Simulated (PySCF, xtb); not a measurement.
AuCl, SMILES [Cl][Au], multiplicity 1.

GFN2-xTB (xtb) at its own geometry gives an orbital gap of 3.33 eV and a dipole moment of 4.43 D.

Geometry: PBE-D3(BJ)/def2-TZVPD. The spin state was assumed, not searched. The def2 effective core potentials stand for the cores of Au; spin–orbit coupling is left out.

**Question.** What does PBE0/def2-TZVPD in PySCF give? (An estimate is asked for; the answer gives what the named calculation found.)

**Answer.** gap 4.20 eV (levels -8.03 and -3.83 eV), dipole 3.91 D.
